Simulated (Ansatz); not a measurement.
Two members of one family (Series HgX2), computed with Ansatz in the gas phase; def2 core potentials for Hg, no spin–orbit coupling. The two geometries come from different levels. Binding counts from free atoms in the multiplicity of their measured ground term, without zero-point energy. A dash marks a value that wasn't run or was left out as unsound. The structures are stationary points that may keep the symmetry of their start. Remarks come from the PBE and PBE0 runs and from stability tests at other levels; not every state was tested. HOMO above LUMO (over both spins in singlets and doublets, within one spin in higher multiplets; at PBE or PBE0), or a gap under 0.15 eV within one spin, warns that the state may not be the lowest or that an electron is smeared out.

First: HgBr2 (singlet, charge 0, PBE-D4/def2-TZVP geometry).

```xyz
3

Hg    0.000    0.000    0.000
Br    1.012    1.027    1.939
Br   -1.012   -1.027   -1.939
```

```tsv
level	HOMO (eV)	LUMO (eV)	gap (eV)	vertical IE (eV)	vertical triplet (eV)	binding per atom (eV)
LDA (SPW92)/def2-TZVP	-7.35	-3.81	3.54	–	–	1.73
PBE-D4/def2-TZVP	-7.15	-3.49	3.66	9.97	3.65	1.40
r2SCAN-D4/def2-TZVP	-7.47	-3.38	4.09	10.20	3.85	1.42
r2SCANh-D4/def2-TZVP	-7.93	-3.06	4.87	–	–	1.41
PBE0-D4/def2-TZVP	-8.41	-2.64	5.77	10.39	4.09	1.39
```

Metal–donor distances: 2 × Br 2.42 Å. Remarks: gap within one spin near zero at PBE or PBE0 (+1 doublet), gap within one spin near zero at PBE or PBE0 (triplet).

Second: HgCl2 (singlet, charge 0, B3LYP-D4/def2-TZVP geometry).

Cartesian coordinates in Å:
```
Hg -0.002 0.000 0.000
Cl 0.662 2.132 -0.483
Cl -0.660 -2.132 0.483
```

Q: Estimate the same table for the second.

A: 
| level | HOMO (eV) | LUMO (eV) | gap (eV) | vertical IE (eV) | vertical triplet (eV) | binding per atom (eV) |
| --- | --- | --- | --- | --- | --- | --- |
| LDA (SPW92)/def2-TZVP | -7.73 | -3.73 | 4.00 | – | – | 1.95 |
| PBE-D4/def2-TZVP | -7.55 | -3.43 | 4.12 | 10.62 | 4.09 | 1.60 |
| r2SCAN-D4/def2-TZVP | -7.88 | -3.29 | 4.59 | 10.84 | 4.28 | 1.60 |
| r2SCANh-D4/def2-TZVP | -8.39 | -2.95 | 5.44 | – | – | 1.58 |
| PBE0-D4/def2-TZVP | -8.93 | -2.50 | 6.43 | 11.07 | 4.58 | 1.57 |

Metal–donor distances: 2 × Cl 2.28 Å. Remarks: gap within one spin near zero at PBE or PBE0 (+1 doublet), gap within one spin near zero at PBE or PBE0 (triplet).
